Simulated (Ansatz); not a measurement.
Relaxation of C$_{2}$H$_{4}$ClGaS (9 atoms, charge 0, multiplicity 1), to a largest force component of 0.015 eV/Å in at most 40 steps.

Computed with Ansatz 0.2.0, RKS PBE0-D4/def2-mTZVP.

```xyz
9
Properties=species:S:1:pos:R:3
Cl -1.417 -1.070 -1.752
Ga 0.227 -1.776 -0.945
C 0.758 0.792 -0.753
S 1.157 0.184 0.940
C -0.630 -0.400 1.108
H 1.085 -0.042 -1.450
H -0.310 0.900 -0.866
H -1.267 0.498 1.240
H -0.709 -1.026 2.063
```

Q: Where does it end, and by what steps?

A: The run converged. The force dipped under the threshold on the way, but the program's further checks kept it going. After 20 steps the energy has fallen by 6.104 eV; Ga2 moved furthest, 1.39 Å. Joined: Ga2–C3, Ga2–C5.

```tsv
step	energy less start (eV)	largest force component (eV/Å)	accepted
0	0.0000	5.333	yes
1	-1.8643	1.902	yes
2	-2.8184	1.687	yes
3	-3.4524	1.391	yes
4	-3.9058	1.142	yes
5	-4.2347	1.290	yes
6	-4.4880	1.345	yes
7	-4.7383	1.245	yes
8	-5.0889	0.775	yes
9	-5.3031	1.977	yes
10	-5.6725	0.773	yes
11	-5.8701	0.720	yes
12	-6.0278	0.329	yes
13	-6.0827	0.333	yes
14	-6.0843	0.294	yes
15	-6.1015	0.069	yes
16	-6.1033	0.030	yes
17	-6.1037	0.013	yes
18	-6.1038	0.064	yes
19	-6.1041	0.017	yes
20	-6.1042	0.009	yes
```

```xyz
9
Properties=species:S:1:pos:R:3
Cl -1.919 -1.986 -2.019
Ga -0.717 -0.792 -0.695
C 0.801 0.472 -0.880
S 0.805 0.661 0.956
C -0.615 -0.477 1.261
H 1.740 0.062 -1.253
H 0.594 1.414 -1.390
H -1.462 0.035 1.720
H -0.333 -1.328 1.883
```

Run time: 2.8 min on 2 threads of Intel(R) Xeon(R) Platinum 8259CL CPU @ 2.50GHz (Skylake/Cascade Lake), on a shared host, peak memory 0.37 GiB.
